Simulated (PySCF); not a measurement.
SnN⁻ from Hartree–Fock to correlated methods

State: ¹Σ⁺ (singlet), closed shell. Set-up: Sn aug-cc-pVDZ-PP with ECP28, N aug-cc-pVDZ; scalar-relativistic core potentials (PySCF 2.14). De refers to Sn⁻ + N in their high-spin ground configurations, without counterpoise correction. A positive dipole points towards N; it is taken about the centre of mass and depends on that origin. Levels whose curve was spin-contaminated or gave no clean fit are not listed.

| Level | Re (Å) | ωe (cm⁻¹) | De (eV) | μ (D) | CPU s a point (SCF and correlation, without the integrals) |
| --- | --- | --- | --- | --- | --- |
| RHF | 1.855 | 922 | -1.35 | -5.83 | 0.081 |
| RHF-MP2 | 2.031 | 507 | 4.46 | n/a | 0.13 |
| RHF-SCS-MP2 | 2.006 | 563 | 4.22 | n/a | n/a |
| RHF-CCSD | 1.916 | 777 | 2.74 | n/a | n/a |
| RHF-CCSD(T) | 1.944 | 716 | 3.35 | n/a | 3.4 |
| PBE | 1.921 | 755 | 4.20 | -4.58 | 1.1 |
| PW91 | 1.919 | 757 | 4.23 | -4.59 | 0.69 |
| M06 | 1.902 | 800 | 3.83 | -5.04 | 1.1 |

**Question.** Which functional lies closest to RHF-CCSD(T) in De, which farthest, and by how much do they differ from it?

**Answer.** Closest is M06 (-4.2 pm in Re, +11.7 % in ωe, +0.48 eV in De against RHF-CCSD(T) in the same basis), farthest PW91 (-2.5 pm in Re, +5.7 % in ωe, +0.88 eV in De). CCSD(T) converges more slowly with the basis than the functionals do and binds too weakly in this one, so the order can change at the basis-set limit.

**Question.** What does second-order correlation do here, going from RHF to RHF-MP2?

**Answer.** RHF-MP2 less RHF: +17.6 pm in Re, -45.0 % in ωe, +5.81 eV in De. Correlation nearly always deepens the well. The bond lengthens, as in strong covalent bonds, where excitations into antibonding orbitals dominate.

**Question.** What does all correlation do here, going from RHF to RHF-CCSD(T)?

**Answer.** RHF-CCSD(T) less RHF: +8.9 pm in Re, -22.3 % in ωe, +4.70 eV in De. Correlation nearly always deepens the well. The bond lengthens, as in strong covalent bonds, where excitations into antibonding orbitals dominate.

Correlated steps freeze 5 core orbitals. Correlated levels converge slowly with the basis: in double zeta they bind strong bonds too weakly, by up to about 1 eV, and carry superposition errors of some tenths. These are scalar-relativistic numbers at best; spin–orbit coupling would shift them, the dissociation energy most. For an ion De counts to the pair picked by the measured ionisation energies or electron affinities, which need not be the lowest pair at this level. Where the molecule has an RHF reference, its open-shell atoms are computed with UHF. The highest Kohn–Sham level is positive in this anion. Much of that is self-interaction error, but it also means that the finite basis helps to hold the extra electron. The CCSD T1 diagnostic is raised, a sign that a single reference may not be enough here. A negative De means that the minimum lies above the separated atoms at that level.

The whole job (state search and all levels along the bond) took about 3.1 min on 1 thread of Arm Neoverse V2 (shared host), peak memory 0.73 GiB.
